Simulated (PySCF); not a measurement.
PySCF job for H2Si2, SMILES [Si]=[SiH2] (connectivity only; charge and spin as stated), neutral, multiplicity 1, TPSSh-D3(BJ)/def2-TZVP. Geometry: TPSSh-D3(BJ)/def2-TZVP. The isomer is the one that the SMILES or the coordinates give; other isomers of the formula were not compared.

```python
import numpy as np
from pyscf import gto, scf, dft
from pyscf.hessian import thermo

mol = gto.M(
    atom='''
    Si    0.00000000    0.00000000    0.97078864
    Si   -0.00000000   -0.00000000   -1.22793648
    H    -0.00000000    1.23038912    1.80003487
    H    -0.00000000   -1.23038912    1.80003487
    ''',
    basis='def2-TZVP',
    charge=0,
    spin=0,
    max_memory=1600,
    verbose=3,
)
mf = dft.RKS(mol, xc='tpssh').density_fit(auxbasis='def2-universal-jkfit')
mf.disp = 'd3bj'
mf.grids.level = 4
mf.conv_tol = 1e-11
mf.max_cycle = 100
mf.kernel()

# analytic Hessian; the response equations are solved on a coarser grid
h, args, fine = mf.Hessian(), (mf.mo_energy, mf.mo_coeff, mf.mo_occ), mf.grids
h1ao = h.make_h1(mf.mo_coeff, mf.mo_occ)
mf.grids = dft.Grids(mol).set(level=2).build(with_non0tab=True)
mo1, mo_e1 = h.solve_mo1(*args, h1ao)
mf.grids = fine
hess = h.hess_elec(*args, mo1, mo_e1, h1ao) + h.hess_nuc()
if mf.do_disp():
    hess += h.get_dispersion()
for i in range(mol.natm):  # the analytic DFT Hessian lacks the response of the grid: restore translational invariance
    hess[i, i] -= hess[i].sum(axis=0)
hess = (hess + hess.transpose(1, 0, 3, 2)) / 2
vib = thermo.harmonic_analysis(mol, hess, imaginary_freq=False)
thermo.dump_normal_mode(mol, vib)
th = thermo.thermo(mf, vib['freq_au'][vib['freq_au'] > 0], 298.15, 101325)
thermo.dump_thermo(mol, th)
g0 = mf.nuc_grad_method().set(verbose=0).kernel()

# dipole derivatives [dipole axis, atom, xyz] from the same response
r, irp = mol.intor('int1e_r'), mol.intor('int1e_irp').reshape(3, 3, mol.nao, mol.nao)
sl, dm0, ok = mol.aoslice_by_atom(), np.array(mf.make_rdm1()), []
dmu = np.einsum('a,xt->xat', mol.atom_charges(), np.eye(3))
for a, (_, _, p0, p1) in enumerate(sl):
    dmu[:, a] += 2 * np.einsum('xtij,ij->xt', irp[:, :, :, p0:p1], dm0.reshape(-1, mol.nao, mol.nao).sum(0)[:, p0:p1])
    for u, c, occ, f in [(mo1, mf.mo_coeff, mf.mo_occ, 4)]:
        dmu[:, a] -= f * np.einsum('tui,xuv,vi->xt', u[a], r, c[:, occ > 0], optimize=True)
L = vib['norm_mode']
ir = 974.8801 * (np.einsum('xat,kat->kx', dmu, L) ** 2).sum(1)       # km/mol
apt = np.einsum('xax->a', dmu) / 3

# polarisability derivatives from nuclear gradients in small electric fields
h0, F = mf.get_hcore(), 0.005
def in_field(f, guess):
    m = mf.copy()
    m.verbose, m.conv_tol, m.conv_tol_grad = 0, 1e-11, 2e-7
    m.get_hcore = lambda *a: h0 + np.einsum('x,xij->ij', f, r)
    m.kernel(guess)
    ok.append(m.converged)
    dm = np.array(m.make_rdm1())
    g = m.nuc_grad_method().kernel() - np.outer(mol.atom_charges(), f)
    for a, (_, _, p0, p1) in enumerate(sl):
        g[a] -= 2 * np.einsum('x,xtij,ij->t', f, irp[:, :, :, p0:p1], dm[:, p0:p1])
    return g, -np.einsum('xij,ij->x', r, dm), dm
E = np.eye(3) * F
g0, _, dm0 = in_field(np.zeros(3), dm0)
gp = [in_field(e, dm0) for e in E]
gm = [in_field(-e, 2 * dm0 - p[2]) for e, p in zip(E, gp)]
alpha = np.array([(p[1] - q[1]) / (2 * F) for p, q in zip(gp, gm)])  # bohr^3
check = abs(np.array([-(p[0] - q[0]) / (2 * F) for p, q in zip(gp, gm)]) - dmu).max()
print('static polarisability / bohr^3:', alpha.round(3))
print('largest difference of analytic and finite-field dipole derivatives / e:', check)
da = np.zeros((3, 3, mol.natm, 3))
for x in range(3):
    da[x, x] = -(gp[x][0] + gm[x][0] - 2 * g0) / F**2
for x, y in ((0, 1), (0, 2), (1, 2)):
    up, down = in_field(E[x] + E[y], gp[x][2] + gp[y][2] - dm0), in_field(-E[x] - E[y], gm[x][2] + gm[y][2] - dm0)
    both = -(up[0] + down[0] - 2 * g0) / F**2
    da[x, y] = da[y, x] = (both - da[x, x] - da[y, y]) / 2
aq = np.einsum('xyat,kat->kxy', da, L) * 0.529177210903**2           # A^2/amu^1/2
a = np.einsum('kxx->k', aq) / 3
g2 = 1.5 * (aq**2).sum((1, 2)) - 4.5 * a**2
raman, depol = 45 * a**2 + 7 * g2, 3 * g2 / (45 * a**2 + 4 * g2 + 1e-12)
print('mode   freq/cm-1   IR/(km/mol)   Raman/(A^4/amu)   depolarisation')
for k, w in enumerate(vib['freq_wavenumber']):
    print(f'{k + 1:4d} {w:11.2f} {ir[k]:13.3f} {raman[k]:17.3f} {depol[k]:16.3f}')
print('max |gradient| / (hartree/bohr):', abs(g0).max())
print('APT charges:', apt.round(4))
```

Output:

```
converged SCF energy = -580.126459209554

WARN: MGGA Hessian is sensitive to dft grids. grids.level 4 may not be dense enough.


WARN: DFTD3 does not support analytical Hessian, using finite difference


WARN: Mole.unit (angstrom) is changed to Bohr

Mode                                 0                   1                   2
Irrep
Freq [cm^-1]                      246.4874            362.6771            532.3388
Reduced mass [au]                   1.1365              1.1495             10.1019
Force const [Dyne/A]                0.0407              0.0891              1.6867
Char temp [K]                     354.6405            521.8115            765.9171
Normal mode                   x     y     z       x     y     z       x     y     z
       0  Si                 0.00 -0.06  0.00    0.07  0.00 -0.00   -0.00  0.00 -0.12
       1  Si                -0.00  0.03  0.00   -0.02 -0.00  0.00    0.00 -0.00  0.14
       2   H                -0.00  0.34 -0.57   -0.66 -0.00  0.00    0.00  0.03 -0.18
       3   H                -0.00  0.34  0.57   -0.66 -0.00 -0.00    0.00 -0.03 -0.18
Mode                                 3                   4                   5
Irrep
Freq [cm^-1]                      896.6664           2215.5811           2240.4915
Reduced mass [au]                   1.0917              1.0292              1.0545
Force const [Dyne/A]                0.5172              2.9767              3.1188
Char temp [K]                    1290.1033           3187.7280           3223.5685
Normal mode                   x     y     z       x     y     z       x     y     z
       0  Si                 0.00 -0.00 -0.05   -0.00  0.00 -0.03    0.00  0.04  0.00
       1  Si                -0.00  0.00  0.01    0.00 -0.00  0.00   -0.00  0.00 -0.00
       2   H                -0.00 -0.39  0.55    0.00  0.59  0.38   -0.00 -0.57 -0.39
       3   H                -0.00  0.39  0.55    0.00 -0.59  0.38   -0.00 -0.57  0.39
temperature 298.1500 [K]
pressure 101325.00 [Pa]
Rotational constants [GHz] 165.59290 6.72711 6.46449
Symmetry number 2
Zero-point energy (ZPE) 0.01479 [Eh]   38844.196 [J/mol]
                           tot       elec      trans        rot        vib
Entropy [J/mol/K]       257.924      0.000    159.426     83.475     15.023
Cv [J/mol/K]             45.908      0.000     12.472     12.472     20.965
Cp [J/mol/K]             54.222      0.000     20.786     12.472     20.965
Internal energy [J/mol]                      3718.434   3718.434  41719.877
Internal energy [Eh]   -580.10774  -580.12646
Enthalpy [J/mol]                             6197.391   3718.434  41719.877
Enthalpy [Eh]          -580.10679
Gibbs free energy [J/mol]                  -41335.572 -21169.490  37240.659
Gibbs free energy [Eh] -580.13608
static polarisability / bohr^3: [[ 46.875  -0.     -0.   ]
 [ -0.     49.      0.   ]
 [ -0.      0.    101.58 ]]
largest difference of analytic and finite-field dipole derivatives / e: 0.001209928315142772
mode   freq/cm-1   IR/(km/mol)   Raman/(A^4/amu)   depolarisation
   1      246.49        25.780             2.569            0.750
   2      362.68         2.268             7.507            0.750
   3      532.34        14.353            83.707            0.258
   4      896.67        55.273             6.238            0.274
   5     2215.58        48.987           211.412            0.126
   6     2240.49        55.605           107.956            0.750
max |gradient| / (hartree/bohr): 3.2681719122242393e-06
APT charges: [ 0.1937  0.0708 -0.1322 -0.1322]
```

The calculation finished and met its thresholds.

Cost: about 2.1 core-minutes (a rough figure).
